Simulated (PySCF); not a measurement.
# Dipole response of Ca¹⁶⁺ (calcium, charge +16)

[He] 2s2, closed-shell 1S. Computed with PySCF 2.14 in an uncontracted even-tempered set (17 s from 3.1 bohr⁻², ratio 2.2; 9 p from 4.8 bohr⁻², ratio 2.4; 6 d from 14 bohr⁻², ratio 2.4; 5 f from 22 bohr⁻², ratio 2.4; 4 g from 33 bohr⁻², ratio 2.4), with the non-relativistic Hamiltonian (point nucleus). Coupled (time-dependent) response in atomic units; α is the mean over directions.

| method | mean α (bohr³) | C₆ (like pair) | S(−4) |
| --- | --- | --- | --- |
| UHF | 0.04471 | 0.003216 | 0.01116 |
| PBE0 | 0.04275 | 0.003047 | 0.01000 |

S(−4) is the Cauchy moment in α(ω) = α(0) + S(−4) ω² + …

α(iu) at PBE0:

```csv
u (hartree),α(iu) (bohr³)
0,0.04275
0.200,0.04236
0.400,0.04121
0.800,0.03722
1.20,0.03210
1.60,0.02701
2.00,0.02253
3.00,0.01463
4.00,0.01017
6.00,0.005974
10.0,0.003273
```

A single London oscillator, α(iu) = α/(1 + u²/ω²), gives C₆ = (3/4) ω α². Matching the computed C₆ needs ω = 4 × 0.003047 / (3 × 0.04275²) = 2.22 hartree.

For an ion, C₆ is the dispersion term alone; charge-induced terms of lower order in 1/R come first.
